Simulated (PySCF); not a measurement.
C₅H₅N, SMILES NC(C#C)=C=C. Atoms are numbered in the order given.

```xyz
11

C     -1.4957     1.8140     0.8570
C     -0.8909     0.8468     0.4432
C     -0.1953    -0.3213    -0.0202
N     -0.9691    -1.4941    -0.1443
C      1.0894    -0.2309    -0.3488
C      2.3377    -0.1285    -0.7253
H     -2.0221     2.6784     1.2148
H     -1.6397    -1.6076     0.6116
H     -0.4087    -2.3326    -0.2668
H      2.6133     0.0859    -1.7675
H      3.1698    -0.2454    -0.0173
```

Coordinates come from a B3LYP-D3(BJ)/def2-SVP optimisation. The structure was generated by enumeration, and PubChem lists no compound with its InChIKey, so it may never have been made. Other conformers were not sampled.

Computed with PySCF with B3LYP-D3(BJ)/def2-SVP.

Harmonic, unscaled wavenumbers; measured fundamentals usually lie a few per cent lower.

| mode | ν (cm⁻¹) | IR (km/mol) | Raman (Å⁴/amu) | depolarisation | moving atoms (share of kinetic energy) |
|---|---|---|---|---|---|
| 1 | 131 | 0.3 | 17.2 | 0.72 | C 72 %, H 20 %, N 9 % |
| 2 | 187 | 12.7 | 1.1 | 0.75 | C 64 %, H 29 % |
| 3 | 230 | 13.5 | 9.0 | 0.75 | C 44 %, H 35 %, N 21 % |
| 4 | 294 | 29.4 | 1.2 | 0.75 | H 77 %, C 15 %, N 8 % |
| 5 | 311 | 3.1 | 7.7 | 0.75 | C 72 %, H 26 % |
| 6 | 516 | 5.1 | 1.8 | 0.62 | C 71 %, H 17 %, N 12 % |
| 7 | 591 | 46.3 | 11.3 | 0.68 | H 51 %, C 45 % |
| 8 | 601 | 51.9 | 4.2 | 0.73 | C 74 %, H 25 % |
| 9 | 621 | 5.1 | 4.9 | 0.68 | H 53 %, C 46 % |
| 10 | 654 | 31.2 | 6.2 | 0.75 | H 76 %, C 24 % |
| 11 | 700 | 196.8 | 5.4 | 0.51 | H 43 %, C 29 %, N 28 % |
| 12 | 716 | 45.9 | 1.4 | 0.74 | H 77 %, C 23 % |
| 13 | 765 | 10.3 | 16.6 | 0.17 | C 50 %, N 33 %, H 17 % |
| 14 | 904 | 34.5 | 0.0 | – | H 73 %, C 27 % |
| 15 | 1000 | 0.4 | 0.6 | 0.54 | H 68 %, C 32 % |
| 16 | 1075 | 2.5 | 35.7 | 0.31 | H 61 %, C 31 %, N 8 % |
| 17 | 1295 | 117.7 | 11.6 | 0.60 | C 67 %, H 18 %, N 15 % |
| 18 | 1342 | 15.3 | 71.3 | 0.31 | H 57 %, C 38 % |
| 19 | 1477 | 19.1 | 10.7 | 0.75 | H 52 %, C 47 % |
| 20 | 1613 | 53.6 | 6.2 | 0.60 | H 88 %, N 11 % |
| 21 | 2052 | 17.1 | 72.1 | 0.28 | C 99 % |
| 22 | 2215 | 9.6 | 397.2 | 0.28 | C 91 %, H 9 % |
| 23 | 3079 | 24.8 | 445.6 | 0.15 | H 95 % |
| 24 | 3153 | 4.8 | 231.0 | 0.75 | H 89 %, C 11 % |
| 25 | 3472 | 88.8 | 30.7 | 0.25 | H 86 %, C 14 % |
| 26 | 3532 | 14.6 | 184.4 | 0.14 | H 96 % |
| 27 | 3637 | 13.0 | 85.5 | 0.75 | H 91 %, N 9 % |
